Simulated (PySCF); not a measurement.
Two-component Hartree-Fock for Ti¹⁹⁺ (titanium, charge +19)

Start: [He] 2s1; 2s1/2 filled at m_j = +1/2. Calculated with PySCF 2.14 in an uncontracted even-tempered set (17 s from 4.6 bohr⁻², ratio 2.4; 11 p from 6 bohr⁻², ratio 2.4; 5 d from 19 bohr⁻², ratio 2.6; 4 f from 28 bohr⁻², ratio 2.6): generalised Hartree-Fock with the X2C-1e Hamiltonian and a Gaussian nucleus; one run each with spin-orbit coupling (SO) switched off, then screened by Boettger's factors.

| spinor shell | electrons | ε, spin-free (eV) | ε, screened SO (eV) | weight of nominal j (screened SO) | rms radius, screened SO (bohr) |
| --- | --- | --- | --- | --- | --- |
| 1s1/2 | 2 | -6139.5 | -6139.5 | 1.000 | 0.0794 |
| 2s1/2 | 1 | -1425.5 | -1425.5 | 1.000 | 0.310 |

```
   quantity   spin-free  screened SO
E (hartree)  -525.70641   -525.70641
        M_J         1/2          1/2
       ⟨J²⟩       0.750        0.750
       ⟨L²⟩       0.000        0.000
       ⟨S²⟩       0.750        0.750
```

Each row is a mean over spinors that exchange with the open shell spreads, by up to 12.460 eV (1s1/2).

Without spin-orbit coupling the j labels of p, d and f shells carry no meaning; the spin-free column gives the mean over the occupied spinors of each nl shell.
